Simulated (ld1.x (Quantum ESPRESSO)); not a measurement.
**Reading a pseudo-wave (Si)**

Columns: radius, all-electron u(r) and pseudo u(r) of the 2p shell (level -95.63 eV) of silicon in the configuration [He] 2s2 2p6 3s2 3p2; LDA (PZ), non-relativistic, TM scheme, ld1.x (Quantum ESPRESSO) 7.5.

```csv
r (bohr),all-electron,pseudo
0.030,0.0632,0.0341
0.060,0.2069,0.1322
0.090,0.3834,0.2824
0.120,0.5645,0.4663
0.150,0.7341,0.6624
0.180,0.8838,0.8496
0.210,1.0098,1.0109
0.240,1.1114,1.1368
0.270,1.1893,1.2249
0.300,1.2455,1.2793
0.330,1.2823,1.3073
0.360,1.3022,1.3168
0.390,1.3077,1.3141
0.420,1.3010,1.3029
0.450,1.2844,1.2846
0.480,1.2596,1.2597
0.510,1.2285,1.2285
0.540,1.1923,1.1923
0.570,1.1524,1.1524
0.600,1.1097,1.1097
0.630,1.0651,1.0651
0.660,1.0194,1.0194
0.690,0.9732,0.9732
0.720,0.9269,0.9269
0.750,0.8810,0.8810
0.780,0.8359,0.8359
```

How many radial nodes do the two functions have?

The all-electron 2p function has n − l − 1 = 0; the pseudo-wave has 0.

At about which radius was the pseudo-wave matched?

0.50 bohr. The columns agree to 0.0005 from 0.45 bohr on; several derivatives are matched, so the curves merge somewhat inside the radius.

Where does each function peak?

Outermost all-electron maximum near 0.39 bohr, pseudo maximum near 0.36 bohr (to the table’s step).

Is the pseudo-wave norm-conserving?

Yes: the TM scheme keeps the norm inside the radius equal to the all-electron one, which fixes the energy derivative of the logarithmic derivative at the level.
